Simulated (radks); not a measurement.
Task: The mean radii <r> (bohr) of the occupied orbitals of an atom or ion are listed with their occupations. Method: scalar-relativistic Kohn-Sham, BLYP, spin-polarised, spherical densities, finite nucleus; Fermi nuclear charge, rms radius of each element as measured or else 0.836 A^(1/3) + 0.57 fm; computed with a radial shooting solver on a logarithmic mesh with Libxc functionals.

| orbital | occ. | <r> |
|---|---|---|
| 1s up | 1 | 0.02558 |
| 1s down | 1 | 0.02558 |
| 2s up | 1 | 0.1098 |
| 2s down | 1 | 0.1098 |
| 2p up | 3 | 0.09618 |
| 2p down | 3 | 0.09618 |
| 3s up | 1 | 0.2920 |
| 3s down | 1 | 0.2920 |
| 3p up | 3 | 0.2900 |
| 3p down | 3 | 0.2900 |
| 3d up | 5 | 0.2666 |
| 3d down | 5 | 0.2666 |
| 4s up | 1 | 0.6735 |
| 4s down | 1 | 0.6735 |
| 4p up | 3 | 0.7151 |
| 4p down | 3 | 0.7148 |
| 4d up | 5 | 0.7990 |
| 4d down | 5 | 0.7970 |
| 5s up | 1 | 1.593 |
| 5s down | 1 | 1.587 |
| 5p up | 3 | 1.813 |
| 5p down | 1 | 1.819 |
| 5d up | 1 | 2.429 |

Name the element and its charge. Open shells, if any, are filled with parallel spins first.

Result: Z = 56, barium, charge +3: Ba3+ in [Kr] 4d10 5s2 5p4 5d1. The 1s radius gives Z: for a bare nucleus <r> = (2 gamma + 1)/(2Z) with gamma = sqrt(1 - (Z/c)^2), 0.02523 bohr for Z = 56, and screening makes it slightly larger (0.02558 here). The occupations add up to 53, and the charge is Z minus that.
